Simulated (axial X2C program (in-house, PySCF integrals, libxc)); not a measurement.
## RhGe⁺: from the spin-free to the two-component result

Calculated with an in-house all-electron X2C program for linear molecules (integrals from PySCF). Spin-free means the one-electron spin-free X2C Hamiltonian; two-component (2c) means X2C with spin–orbit coupling and atomic mean-field two-electron Coulomb and Gaunt terms, so the difference of the two also holds small scalar two-electron terms. Basis: Rh dyall-v3z [12s12p8d3f2g], Ge dyall-v3z [9s9p7d1f] (cores contracted in-house); Gaussian nuclei, density fitting, unrestricted open shells. Masses: Rh 102.906 u, Ge 73.921 u.

Spin-free state: M_S = 0, Λ = 0 (closed shell); fragments Rh+ + Ge.

| level | Re (Å) | ωe (cm⁻¹) | De (eV) | μ (D) |
| --- | --- | --- | --- | --- |
| PBE0 | 2.117 | 376.9 | 3.881 | 0.60 |

Dipoles are positive if Ge is the positive end and refer to the centre of mass.

Two-component determinant lowest at the distance of the search:

Ω = 0 (closed shell); fragments Rh+ + Ge.

| level | Re (Å) | ωe (cm⁻¹) | μ (D) |
| --- | --- | --- | --- |
| PBE0 | 2.119 | 373.9 | 0.59 |

Q: From the two tables, how do the constants change at the PBE0 level (2c against spin-free)?

A: At the PBE0 level Re goes up by 0.002 Å and ωe falls by 3.0 cm⁻¹.

One determinant describes the state; a PBE0 search over occupations chose it and may have missed a lower one. The closed shell is kept restricted, so the energy runs too high when the bond is stretched far. Dissociation energies refer to the lowest single-determinant-based atoms at the same level and basis. De is not given where an atomic determinant may have missed its ground term or J level, or where the truncated virtual space spoils (T). PBE0 can misorder states that lie within some tenths of an eV, so this need not be the ground state of the molecule. The nearest other spin-free determinant of the search, M_S = 1, Λ = 2, lies 0.34 eV up at the distance of the search. Without a current term, density functionals place determinants with orbital angular momentum somewhat too high.
